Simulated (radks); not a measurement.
P4+, configuration [Ne] 3s1.

Method: Dirac Kohn-Sham, LDA (Slater exchange, Perdew-Wang correlation), spin-unpolarised, spherical densities, point nucleus; computed with a radial shooting solver on a logarithmic mesh with Libxc functionals.

Energy parts (eV):
part                      energy
total                  -9162.212
kinetic                 9190.403
electron-nucleus      -21266.809
Hartree                 3470.767
exchange-correlation    -556.574

Orbitals (lengths in bohr, moments of r in powers of bohr; r(max) is where P^2 peaks):
orbital  occ.  eigenvalue (eV)   r(max)
1s1/2       2        -2134.483  0.06784
2s1/2       2        -229.2355   0.4192
2p1/2       2        -181.4272   0.3510
2p3/2       4        -180.4977   0.3527
3s1/2       1         -58.6722    1.425

The highest occupied level is 3s1/2 at -58.672 eV. The density falls to 0.001 e/bohr^3 at r = 2.75 bohr.
